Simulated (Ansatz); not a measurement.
Process, species as SMILES: CCCC(C)=O + 4 C (CH4) -> C=O (CH2O) + 4 CC (C2H6) [ethane]
Structures are relaxed separately at B3LYP-D3(BJ)/def2-TZVP in Ansatz (a quantum-chemistry and plane-wave program), one conformer each, not searched for the lowest.

Property: bond separation energy (electronic energy difference), in kJ/mol. Correlated levels leave the core frozen unless marked. Spin-orbit coupling is left out. No relativistic terms. Basis-set limits of correlation are two-point, X^-3; Hartree-Fock from the larger set. [CCSD(T)-MP2]/basis is that difference in the basis named.

RI-MP2/CBS(cc-pVTZ,cc-pVQZ)+[CCSD(T)-MP2]/cc-pVTZ (Ansatz) gives 101.3 kJ/mol.

Question: Another calculation gave 108.2 kJ/mol. Which level was it?
A. BHLYP/def2-TZVPD (Ansatz)
B. r2SCANh/def2-TZVPD (Ansatz)
C. SVWN5/def2-TZVPD (Ansatz)

Answer: B, r2SCANh/def2-TZVPD (Ansatz). The others give 91.7 (BHLYP), 119.2 (SVWN5) kJ/mol.
